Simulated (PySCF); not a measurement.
## Pd⁴⁴⁺: ionisation energy

Pd⁴⁴⁺ 1s2 (1S) → Pd⁴⁵⁺ 1s1 (2S), as a difference of total energies. Calculation: PySCF 2.14, in an uncontracted even-tempered set (19 s from 83 bohr⁻², ratio 2; 7 p from 130 bohr⁻², ratio 2.2; 4 d from 380 bohr⁻², ratio 2.2; 4 f from 560 bohr⁻², ratio 2.2; 3 g from 850 bohr⁻², ratio 2.2; 2 h from 1300 bohr⁻², ratio 2.2); scalar relativity by spin-free X2C-1e. Correlated levels: nothing frozen; virtual orbitals above 40 to 60 times the deepest correlated orbital energy dropped. The calculations carry no spin-orbit coupling.

```json
{"method": "UHF", "ionisation energy (eV)": "28817.2"}
{"method": "LDA", "ionisation energy (eV)": "28766.6"}
{"method": "PBE", "ionisation energy (eV)": "28813.7"}
{"method": "PBE0", "ionisation energy (eV)": "28814.8"}
{"method": "r2SCAN", "ionisation energy (eV)": "28820.3"}
{"method": "BLYP", "ionisation energy (eV)": "28818.9"}
{"method": "M06", "ionisation energy (eV)": "28824.6"}
{"method": "MP2 (all electrons)", "ionisation energy (eV)": "28818.7"}
{"method": "SCS-MP2 (all electrons)", "ionisation energy (eV)": "28819.0"}
```

For this ion Breit and QED terms and the two-electron picture change, all absent here, outweigh the differences among the correlated methods.

For comparison: 28776.0 eV (theoretical estimate listed by NIST; NIST Atomic Spectra Database, ionization energies).
